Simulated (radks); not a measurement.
Q: These are the eigenvalues of the occupied orbitals of an atom or ion with whole-number occupations (eV). All-electron calculation, Dirac Kohn-Sham, PBE, spin-unpolarised, spherical densities, finite nucleus; Fermi nuclear charge, rms radius of each element as measured or else 0.836 A^(1/3) + 0.57 fm. Program: a radial shooting solver on a logarithmic mesh with Libxc functionals.

| orbital | eigenvalue |
|---|---|
| 1s1/2 | -51142.28 |
| 2s1/2 | -9350.076 |
| 2p1/2 | -8937.316 |
| 2p3/2 | -8240.079 |
| 3s1/2 | -2873.934 |
| 3p1/2 | -2696.757 |
| 3p3/2 | -2549.673 |
| 3d3/2 | -2247.940 |
| 3d5/2 | -2215.488 |
| 4s1/2 | -1285.203 |
| 4p1/2 | -1212.217 |
| 4p3/2 | -1168.274 |

Which element is it, and in what charge state? The configuration may be excited. Open shells, if any, fill j = l - 1/2 first.

A: Z = 64, gadolinium, charge +30: Gd30+ in [Ar] 3d10 4s2 4p4. The list shows which subshells hold electrons but not how many an open one holds; the 1s level, -1879.4 hartree, gives Z - s = 61.3 by -(Z - s)^2/2, which with screening and relativity narrows Z to a few neighbours, and the depths of the outer levels then fix element, charge and occupations together.
